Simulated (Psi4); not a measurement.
Relaxed torsion scan: SMILES C#CC[SiH2]C(=O)OC (C5H8O2Si). Scanned: dihedral C3–Si4–C5–O6; all other coordinates were relaxed at GFN2-xTB. Points at φ and −φ are mirror images.

Geometry of the scan point at -60° (Å):
```
16

C      4.2327    -0.5038     0.5133
C      3.1274    -0.5577     0.0571
C      1.7916    -0.6210    -0.4824
Si     0.5179     0.2561     0.6436
C     -1.1655     0.1517    -0.2707
O     -1.4075     0.6074    -1.3620
O     -2.0733    -0.4957     0.4685
C     -3.3780    -0.6360    -0.0855
H      5.2068    -0.4616     0.8992
H      1.5189    -1.6717    -0.6189
H      1.7868    -0.1530    -1.4711
H      0.3652    -0.4178     1.9323
H      0.8631     1.6719     0.7895
H     -3.9635    -1.1922     0.6416
H     -3.8171     0.3476    -0.2635
H     -3.3275    -1.1743    -1.0340
```

Method: PBE-D3(BJ)/def2-SVP // GFN2-xTB (Psi4).

Scanned values (°): -160, -140, -120, -100, -80, -60, -40, -20, 0, 20, 40, 60, 80, 100, 120, 140, 160, 180.

**Question.** At which scan points does the profile have its minima and maxima, and how high do they lie?

**Answer.** Lower than their neighbours: 0° (0.00 kJ/mol), 180° (1.24 kJ/mol). Higher than their neighbours: -100° (4.53 kJ/mol), 100° (4.53 kJ/mol). The whole profile spans 4.53 kJ/mol.
